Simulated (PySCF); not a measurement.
Input for PySCF: R-B3LYP/LANL2DZ on H3N2P (a complex), monomers drawn apart or pushed together.

```python
from pyscf import gto, scf, dft, mp
from pyscf.data.elements import chemcore

mol = gto.M(
    atom='''
    N    -0.47407844    0.52883597   -0.25862598
    N     0.54419226    0.13944552   -0.29480866
    P     0.23027388   -0.39851701    5.02934599
    H    -0.75577291   -1.01479617    4.21671711
    H     0.02474092    0.88068868    4.45155322
    H     1.28527366   -0.72250477    4.13811152
    ''',
    basis='lanl2dz',
    ecp={'P': 'lanl2dz'},
    charge=0, spin=0, verbose=3, max_memory=1800)
mf = dft.RKS(mol, xc='b3lyp')
mf.conv_tol = 1e-8
mf.max_cycle = 100
mf.kernel()
if not mf.converged:
    mf = mf.newton().run(mf.mo_coeff, mf.mo_occ)
```

Program output:

```
converged SCF energy = -117.744723309653
```

The run converged.

Cost: about 4 core-seconds (a rough figure).
